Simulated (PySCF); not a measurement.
B(F)(Cl)(vinyl) (C2H3BClF), SMILES C=CB(F)Cl. Geometry: ωB97X-D3(BJ)/def2-SVP. The values are those of a single conformer.

Method: ωB97X-D3(BJ)/def2-SVP (PySCF 2.14.0).

Harmonic wavenumbers (cm⁻¹): 106, 202, 375, 406, 461, 614, 697, 985, 1042, 1053, 1163, 1277, 1364, 1448, 1726, 3162, 3189, 3263. Rotational constants (GHz): 4.991, 3.361, 2.008; symmetry number 1.

Question: Work out the zero-point energy and the ideal-gas rigid-rotor harmonic-oscillator thermochemistry at 298.15 K and 1 atm.

Answer: ZPE = ½ Σ hcν = ½ × 22532 cm⁻¹ = 134.77 kJ/mol. H − E(el) = 151.48 kJ/mol. Entropy in J/(mol K): translation 165.18, rotation 111.54, vibration 39.06, total 315.78. G − E(el) = 57.33 kJ/mol. Cp = 81.87 J/(mol K). Modes under 150 cm⁻¹ make the vibrational entropy uncertain.
